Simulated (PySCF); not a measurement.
```xyz
3
charge 1 multiplicity 5, angstrom
Cl    0.0000    0.0000   -1.5239
Ti    1.1691    0.0000    0.5555
Ti   -1.1691    0.0000    0.5555
```

These are results of PySCF, UPBE, basis Cl def2-SVP, Ti def2-SVP (no relativity, density fitting), not measurements.

This geometry of Ti₂Cl⁺ is a stationary point at this level.

Problem. What is the point group?

Solution. C2v.

Problem. Is it a minimum?

Solution. No: it has 1 imaginary mode, at 328i cm⁻¹.

Problem. Which band is strongest in the infrared?

Solution. 382 cm⁻¹, 28 km/mol.

Problem. What are the dipole moment and the gap between the highest occupied and lowest empty levels of either spin?

Solution. 4.30 D about the centre of mass and 0.44 eV.

The spin densities have lower symmetry than the nuclear frame, so modes carry no symmetry labels. Other isomers or separated fragments may lie lower. With open d or f shells other occupations or spin states may lie lower.
